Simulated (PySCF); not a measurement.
C2F5, SMILES FC(F)([C](F)F)F, multiplicity 2. Atoms are numbered in the order given.

```xyz
7

F      1.5009    -0.0020    -1.0899
C      0.8656     0.3543     0.0000
F      1.5009    -0.0020     1.0899
C     -0.6078     0.0200     0.0000
F     -0.8115    -1.2996     0.0000
F     -1.1811     0.5270     1.0818
F     -1.1811     0.5270    -1.0818
```
Charge 0, spin multiplicity 2.

Geometry: PBE0-D3(BJ)/def2-SVP.

Method: TDA-ωB97X/def2-SVPD run with PySCF.

Vertical excitations. Gas-phase values at a fixed geometry.

Computed lowest excited states:
| state | energy (eV) | λ (nm) | f | main pairs |
|---|---|---|---|---|
| root 1 | 6.99 | 177 | 0.007 | β HOMO→LUMO 93 % |
| root 2 | 7.58 | 164 | 0.029 | α HOMO→LUMO 69 %, α HOMO→LUMO+1 15 % |
| root 3 | 7.69 | 161 | 0.004 | α HOMO→LUMO+2 62 %, α HOMO→LUMO+5 23 % |
| root 4 | 7.95 | 156 | 0.001 | β HOMO−2→LUMO 64 %, β HOMO−5→LUMO 17 %, β HOMO−4→LUMO 13 % |
| root 5 | 8.67 | 143 | 0.033 | β HOMO−4→LUMO 62 %, β HOMO−5→LUMO 27 % |
| root 6 | 8.91 | 139 | 0.000 | β HOMO−1→LUMO 92 % |
| root 7 | 9.21 | 135 | 0.033 | α HOMO→LUMO+3 31 %, α HOMO→LUMO+1 24 %, α HOMO→LUMO+10 21 %, α HOMO→LUMO 14 % |
| root 8 | 9.39 | 132 | 0.017 | β HOMO−3→LUMO 90 % |
| root 9 | 9.54 | 130 | 0.004 | β HOMO−5→LUMO 53 %, β HOMO−2→LUMO 30 %, β HOMO−4→LUMO 14 % |
| root 10 | 9.72 | 128 | 0.015 | α HOMO→LUMO+3 40 %, α HOMO→LUMO+1 27 %, α HOMO→LUMO 11 % |
Unrestricted roots are not spin-pure.
